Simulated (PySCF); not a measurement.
r2SCAN on Se⁻ (selenium, charge -1), [Ar] 3d10 4s2 4p5, 2P determinant. Computed with PySCF 2.14 in x2c-TZVPPall with one added diffuse shell each of s, p, d type (7s6p5d1f, 57 functions), with the spin-free X2C one-electron Hamiltonian (Gaussian nucleus).

```
cycle= 1 E= -2429.86470345653  delta_E= -0.011  |g|= 0.0948  |ddm|= 0.152
cycle= 2 E= -2429.86526093253  delta_E= -0.000557  |g|= 0.0731  |ddm|= 0.069
cycle= 3 E= -2429.86584818449  delta_E= -0.000587  |g|= 0.00582  |ddm|= 0.0262
cycle= 4 E= -2429.8658645566  delta_E= -1.64e-05  |g|= 0.00218  |ddm|= 0.00936
cycle= 5 E= -2429.86586841677  delta_E= -3.86e-06  |g|= 0.000179  |ddm|= 0.00351
cycle= 6 E= -2429.86586852703  delta_E= -1.1e-07  |g|= 4.67e-05  |ddm|= 0.000862
cycle= 7 E= -2429.86586853442  delta_E= -7.39e-09  |g|= 5.09e-06  |ddm|= 0.000271
cycle= 8 E= -2429.86586853448  delta_E= -6.23e-11  |g|= 1.66e-07  |ddm|= 2.91e-05
converged SCF energy = -2429.86586853448  <S^2> = 0.75522527  2S+1 = 2.0052185
```

Highest occupied orbital energy: 0.866 eV; ⟨L²⟩ = 2.03; populations by l: s 8.00, p 17.00, d 10.00, f 0.00.

**Question.** Can this result be used?

**Answer.** With care. The run converged. At r2SCAN the highest occupied level has a positive energy, so only the finite basis holds that electron; in a semilocal or global hybrid functional this comes from self-interaction and does not mean that the real anion is unbound.
